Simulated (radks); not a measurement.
The barium ion Ba+ inside a hard spherical wall (all orbitals vanish at R), configuration held at [Xe] 6s1 and not refilled when levels cross. Calculated with a radial shooting solver on a logarithmic mesh with Libxc functionals: scalar-relativistic Kohn-Sham, LDA (Slater exchange, Perdew-Wang correlation), spin-polarised, spherical densities, finite nucleus; open shells are filled with parallel spins first (spin-orbit coupling, left out, can overturn this in heavy ions); Fermi nuclear charge, rms radius 4.8378 fm. Eigenvalues in eV for spin up, with the zero of energy where the potential of the charges vanishes at infinity; a dash marks a level that is unbound or too diffuse for the functional's potential to be trusted. A positive occupied level is held by the wall or, in an anion where self-interaction has pushed it up, behind a barrier. The pressure on the wall is -dE/dV.

R (bohr),E (hartree),kinetic (hartree),e(4d),e(5s),e(5p),e(6s),"e(5d, empty)","e(6p, empty)",pressure (GPa)
free,-8128.7808,8578.436,-95.435,-39.545,-24.520,-8.063,-7.415,-5.318,0
20,-8128.7808,8578.436,-95.435,-39.545,-24.520,-8.063,-7.415,-5.318,< 0.0001
12,-8128.7808,8578.437,-95.429,-39.539,-24.515,-8.058,-7.410,-5.294,0.00144
7,-8128.7577,8578.585,-94.844,-38.999,-24.004,-7.151,-6.868,-3.427,1.16
6,-8128.7150,8578.793,-94.256,-38.483,-23.523,-5.748,-6.192,-1.093,4.51
5,-8128.5849,8579.381,-92.975,-37.432,-22.525,-2.008,-4.542,4.446,21.0
3.5,-8127.3702,8584.663,-85.126,-31.367,-15.962,22.759,6.026,35.605,412
3,-8125.6221,8591.587,-77.522,-24.827,-8.232,49.294,17.494,66.179,1400
2.5,-8121.0176,8608.148,-63.888,-10.134,9.475,104.84,42.158,127.55,5540
2,-8107.1376,8654.142,-37.316,29.806,56.633,234.09,102.17,265.32,28100
